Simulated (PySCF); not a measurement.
Gas-phase thermal properties of MgClF

Computed with PySCF and rigid-rotor harmonic-oscillator thermochemistry at 1 bar. Table values come from the NASA 1993 polynomials. 6-31G* has spherical d functions here. All species are closed-shell singlets. B3LYP is the form with VWN-RPA correlation. The harmonic model lacks anharmonicity and excited electronic states, which grow with temperature; levels with a mode under 35 cm⁻¹ are left out. The table's entry may be an old estimate for MgClF (not checked at source).

```json
[
 {"level": "table", "point group": "-", "σ": "-", "ZPE (kJ/mol)": "-", "S°298 (J/mol/K)": "266.0", "Cp298 (J/mol/K)": "49.9", "S°1000 (J/mol/K)": "331.9", "H1000 − H298 (kJ/mol)": "38.7"},
 {"level": "B3LYP/6-31G*", "point group": "C∞v", "σ": "1", "ZPE (kJ/mol)": "8.9", "S°298 (J/mol/K)": "265.6", "Cp298 (J/mol/K)": "53.9", "S°1000 (J/mol/K)": "336.3", "H1000 − H298 (kJ/mol)": "41.5"},
 {"level": "HF/6-31G*", "point group": "C∞v", "σ": "1", "ZPE (kJ/mol)": "9.2", "S°298 (J/mol/K)": "264.6", "Cp298 (J/mol/K)": "53.6", "S°1000 (J/mol/K)": "335.0", "H1000 − H298 (kJ/mol)": "41.3"},
 {"level": "PBE/def2-SVP", "point group": "C∞v", "σ": "1", "ZPE (kJ/mol)": "8.6", "S°298 (J/mol/K)": "266.5", "Cp298 (J/mol/K)": "54.2", "S°1000 (J/mol/K)": "337.4", "H1000 − H298 (kJ/mol)": "41.6"},
 {"level": "PBE0/def2-TZVP", "point group": "C∞v", "σ": "1", "ZPE (kJ/mol)": "8.8", "S°298 (J/mol/K)": "265.2", "Cp298 (J/mol/K)": "54.0", "S°1000 (J/mol/K)": "336.0", "H1000 − H298 (kJ/mol)": "41.5"}
]
```
σ: rotational symmetry number. Electronic degeneracy used: 1. Frequencies are unscaled.
